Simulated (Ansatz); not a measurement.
Breaking the Mg1–H2 bond in H2Mg (SMILES [MgH2]) (multiplicity 1 held, fragments rigid). Energies count from the point at 1.700 Å.
Geometry at that point (charge 0, multiplicity 1):
```xyz
3

Mg     0.00000     0.00000     0.00000
H      0.00000     0.00000    -1.69978
H      0.00000     0.00000     1.69978
```

Unrestricted levels (U-) break spin symmetry where that is lower.

Cores are frozen in the correlated methods.

Programs: Ansatz (Gaussian basis) for Hartree–Fock, density functionals and correlated methods. 

**Question.** Predict the energy at R = 5.439 Å from U-CCSD(T)/def2-TZVPP.

**Answer.** 301 kJ/mol

**Question.** What is the computed energy at R = 5.439 Å (U-r2SCAN/def2-TZVPP)?

**Answer.** 290 kJ/mol

Doubts at one or more of the structures used: a spin-contaminated determinant (U-r2SCAN/def2-TZVPP, U-CCSD(T)/def2-TZVPP).

Ansatz is an electronic-structure program.
